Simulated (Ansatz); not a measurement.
Input and output for C2H5AlSi, SMILES `C#C[SiH2][AlH2]`.

```yaml
crystal:
  periodic: [false, false, false]
  atoms:
    - {symbol: C, position_ang: [0.182660, 1.069851, -2.191797]}
    - {symbol: C, position_ang: [0.470197, 0.831222, -1.040714]}
    - {symbol: Si, position_ang: [0.797000, 0.290508, 0.691535]}
    - {symbol: Al, position_ang: [-0.978209, -1.323590, 1.137245]}
    - {symbol: H, position_ang: [-0.017839, 1.397195, -3.185026]}
    - {symbol: H, position_ang: [0.772092, 1.559833, 1.581156]}
    - {symbol: H, position_ang: [2.214055, -0.286440, 0.715025]}
    - {symbol: H, position_ang: [-0.824353, -2.857590, 0.766015]}
    - {symbol: H, position_ang: [-2.445869, -0.747427, 1.647536]}
basis:
  gaussian: {orbitals: def2-SVPD}
hamiltonian: {xc: {name: PBE}, dispersion: d3bj}
output: {forces: true}
```

```sh
$ ansatz run in.yaml --threads 2 --pin off --events-out ev --progress --plain --max-ram 4352MiB
```

It prints (some lines left out):

```
Functional definition: PBE
  name "PBE"
  cite "Perdew, Burke & Ernzerhof, Phys. Rev. Lett. 77, 3865 (1996) doi:10.1103/PhysRevLett.77.3865"
  parent pbe
  parameter kappa = 0.804
  parameter beta = 0.06672455060314922
  exchange = pbe_x(kappa = kappa, mu = beta*pi^2/3)
  correlation = pbe_c(beta = beta)
1115 factors; their error is unknown
mean field evaluation 1: about -16604.0613 eV, gradient 4.6e1 eV
mean field evaluation 2: about -16557.3041 eV, gradient 1.1e2 eV
mean field evaluation 4: about -16609.0042 eV, gradient 2.5e1 eV
mean field evaluation 8: about -16610.5726 eV, gradient 2.0e-1 eV
mean field evaluation 16: about -16610.5218 eV, gradient 1.3e-4 eV
mean field -16610.52180010 eV, -610.4254171376 hartree, gradient 1.6e-5 eV, S^2 0.000000; 0 other end points of the search recorded, 0 dependent functions left out
the calculation of the forces begins
reference -16610.52185897 eV, -610.4254193009 hartree; 22, 22 occupied and 106, 106 virtual orbitals, 1115 factors
Total energy: -16610.70147332 eV, -610.4320200065 hartree
Atom 0 at     0.182660     1.069851    -2.191797 Å, force    -0.311865     0.475311    -1.354491 eV/Å
Atom 1 at     0.470197     0.831222    -1.040714 Å, force     0.409368    -0.585734     1.933078 eV/Å
Atom 2 at     0.797000     0.290508     0.691535 Å, force     0.572295     0.534402     0.363683 eV/Å
Atom 3 at    -0.978209    -1.323590     1.137245 Å, force    -0.807801     0.330465     0.127899 eV/Å
Atom 4 at    -0.017839     1.397195    -3.185026 Å, force    -0.165123     0.075641    -0.635521 eV/Å
Atom 5 at     0.772092     1.559833     1.581156 Å, force     0.024253    -0.565336    -0.342825 eV/Å
Atom 6 at     2.214055    -0.286440     0.715025 Å, force    -0.331191     0.159671     0.046272 eV/Å
Atom 7 at    -0.824353    -2.857590     0.766015 Å, force     0.051795    -0.178244     0.005177 eV/Å
Atom 8 at    -2.445869    -0.747427     1.647536 Å, force     0.558270    -0.246176    -0.143271 eV/Å
Dipole moment:    -0.005763    -0.055079     0.011142 e Å
```

Run time 3.7 s (2 threads of an Arm Neoverse N1 on a shared host); peak host memory 0.14 GiB.
